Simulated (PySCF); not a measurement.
SMILES Cl[SiH2]C[SiH2]Cl (CH₆Cl₂Si₂), CAM-B3LYP/def2-SVP optimised geometry.

```
11

Si    -0.43     0.83     0.00
Cl    -1.06     2.81     0.00
C     -1.09    -0.01    -1.53
Si    -0.29    -1.64    -1.99
Cl    -0.11    -2.81    -0.28
H     -0.95     0.19     1.23
H      1.06     0.83     0.00
H     -0.96     0.67    -2.39
H     -2.18    -0.16    -1.41
H      1.07    -1.42    -2.53
H     -1.11    -2.39    -2.98
```

Density from PySCF with CAM-B3LYP/def2-TZVP at that geometry.

Minimum of the electron density along straight lines between bonded atoms, close to the bond critical point (lines longer than 1.1 times the sum of covalent radii, or with two minima, are not listed):

```json
[
 {"bond": "Si1–Cl2", "length / Å": "2.076", "ρ at the minimum / e bohr⁻³": "0.096", "∇²ρ there / e bohr⁻⁵": "0.20", "position (fraction from the first atom)": "0.36"},
 {"bond": "Si1–C3", "length / Å": "1.874", "ρ at the minimum / e bohr⁻³": "0.122", "∇²ρ there / e bohr⁻⁵": "0.16", "position (fraction from the first atom)": "0.39"},
 {"bond": "C3–Si4", "length / Å": "1.868", "ρ at the minimum / e bohr⁻³": "0.123", "∇²ρ there / e bohr⁻⁵": "0.16", "position (fraction from the first atom)": "0.61"},
 {"bond": "Si4–Cl5", "length / Å": "2.078", "ρ at the minimum / e bohr⁻³": "0.095", "∇²ρ there / e bohr⁻⁵": "0.20", "position (fraction from the first atom)": "0.36"},
 {"bond": "Si1–H6", "length / Å": "1.481", "ρ at the minimum / e bohr⁻³": "0.126", "∇²ρ there / e bohr⁻⁵": "0.14", "position (fraction from the first atom)": "0.49"},
 {"bond": "Si1–H7", "length / Å": "1.484", "ρ at the minimum / e bohr⁻³": "0.125", "∇²ρ there / e bohr⁻⁵": "0.13", "position (fraction from the first atom)": "0.49"},
 {"bond": "C3–H8", "length / Å": "1.104", "ρ at the minimum / e bohr⁻³": "0.262", "∇²ρ there / e bohr⁻⁵": "-0.84", "position (fraction from the first atom)": "0.64"},
 {"bond": "C3–H9", "length / Å": "1.102", "ρ at the minimum / e bohr⁻³": "0.264", "∇²ρ there / e bohr⁻⁵": "-0.85", "position (fraction from the first atom)": "0.64"},
 {"bond": "Si4–H10", "length / Å": "1.484", "ρ at the minimum / e bohr⁻³": "0.125", "∇²ρ there / e bohr⁻⁵": "0.13", "position (fraction from the first atom)": "0.49"},
 {"bond": "Si4–H11", "length / Å": "1.484", "ρ at the minimum / e bohr⁻³": "0.125", "∇²ρ there / e bohr⁻⁵": "0.13", "position (fraction from the first atom)": "0.49"}
]
```
